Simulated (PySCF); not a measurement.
Species: C3H9AlClFS.
Numbering: `[CH3:1][S@@+:2]([CH2:3][F:4])[AlH2-:5][CH2:6][Cl:7]` (hydrogens: H8, H9, H10 on C1; H11, H12 on C3; H13, H14 on Al5; H15, H16 on C6)

Computed with PySCF at B3LYP/def2-SVPD, non-relativistic, on one gas-phase PBE0-D3(BJ)/def2-SVP geometry that isn't relaxed in the solvent. The solvent is an IEF-PCM continuum (van der Waals radii × 1.2), and excitations are vertical TDDFT with non-equilibrium linear response and a frozen core. Only the electrostatic response of the medium enters.

Gas-phase singlets (H = HOMO, L = LUMO):

```
state  E (eV)  λ (nm)      f  leading configurations
   S1   5.508     225  0.031                 H→L 93%
   S2   5.956     208  0.022               H→L+1 86%
   S3   6.199     200  0.012    H-1→L 84%, H-3→L 13%
   S4   6.263     198  0.002    H-3→L 43%, H→L+2 28%
   S5   6.316     196  0.012    H→L+2 45%, H-3→L 35%
```

Problem. What are the lowest 5 singlets in benzene (ε = 2.271)?

Solution. 
```json
{"state": "S1", "E (eV)": "5.701", "λ (nm)": "217", "f": "0.057", "leading configurations": "H→L 88%", "change by rank (eV)": "+0.193"}
{"state": "S2", "E (eV)": "6.079", "λ (nm)": "204", "f": "0.022", "leading configurations": "H→L+1 84%", "change by rank (eV)": "+0.123"}
{"state": "S3", "E (eV)": "6.327", "λ (nm)": "196", "f": "0.005", "leading configurations": "H-2→L 72%, H→L+2 10%", "change by rank (eV)": "+0.128"}
{"state": "S4", "E (eV)": "6.441", "λ (nm)": "192", "f": "0.008", "leading configurations": "H-1→L 57%, H→L+2 24%", "change by rank (eV)": "+0.178"}
{"state": "S5", "E (eV)": "6.477", "λ (nm)": "191", "f": "0.022", "leading configurations": "H-1→L 37%, H→L+2 27%", "change by rank (eV)": "+0.161"}
```

Problem. Give the list for chloroform (ε = 4.711), n² = 2.09.

Solution. 
```
state  E (eV)  λ (nm)      f  leading configurations  change by rank (eV)
   S1   5.789     214  0.065                 H→L 86%               +0.281
   S2   6.134     202  0.017               H→L+1 85%               +0.178
   S3   6.374     195  0.006    H-2→L 69%, H→L+2 15%               +0.175
   S4   6.540     190  0.002    H→L+2 70%, H-1→L 12%               +0.277
   S5   6.602     188  0.021               H-1→L 83%               +0.286
```

Problem. How do the frontier levels move from gas to chloroform?

Solution. 
| orbital | gas (eV) | solvent (eV) | change (eV) | Löwdin shares, gas | Löwdin shares, solvent |
| --- | --- | --- | --- | --- | --- |
| LUMO+2 | -0.09 | 0.22 | +0.31 | S2 35 %, C3 11 %, C1 11 %, Al5 7 % | S2 27 %, Al5 26 %, Cl7 11 %, C1 8 % |
| LUMO+1 | -0.27 | -0.10 | +0.17 | S2 25 %, Al5 15 %, Cl7 12 %, C1 9 % | S2 21 %, Cl7 20 %, Al5 20 %, C6 7 % |
| LUMO | -0.77 | -0.41 | +0.36 | S2 41 %, C1 11 %, C3 9 %, Al5 7 % | S2 33 %, Cl7 14 %, C6 9 %, C3 8 % |
| HOMO | -7.09 | -7.16 | -0.07 | Cl7 44 %, C6 31 %, Al5 12 % | Cl7 40 %, C6 33 %, Al5 12 % |
| HOMO-1 | -7.79 | -7.85 | -0.06 | Al5 35 %, H13 27 %, H14 27 % | Al5 35 %, H13 29 %, H14 25 % |
| HOMO-2 | -7.99 | -7.94 | +0.05 | Cl7 76 %, C6 13 %, H15 4 % | S2 50 %, Al5 14 %, H14 10 %, C1 7 % |
| HOMO-3 | -8.17 | -8.19 | -0.02 | S2 45 %, Al5 16 %, H14 10 %, H13 9 % | Cl7 76 %, C6 14 %, H16 4 %, H15 4 % |

The HOMO–LUMO gap goes from 6.32 to 6.75 eV. Rows go by rank; for HOMO-3, HOMO-2, HOMO-1, LUMO, LUMO+1 and LUMO+2 the atom shares or the degeneracy differ between the runs, so the row needn't follow one orbital.

Hardware: one thread, Arm Neoverse V2, no GPU (shared host). Cost: 40 s of wall time. This is the whole response run at B3LYP/def2-SVPD in chloroform, SCF included.

The values belong to the conformer `[CH3:1][S@@+:2]([CH2:3][F:4])[AlH2-:5][CH2:6][Cl:7]`: C1–S2–C3–F4 -64°, C1–S2–Al5–C6 85°, S2–Al5–C6–Cl7 -177°.
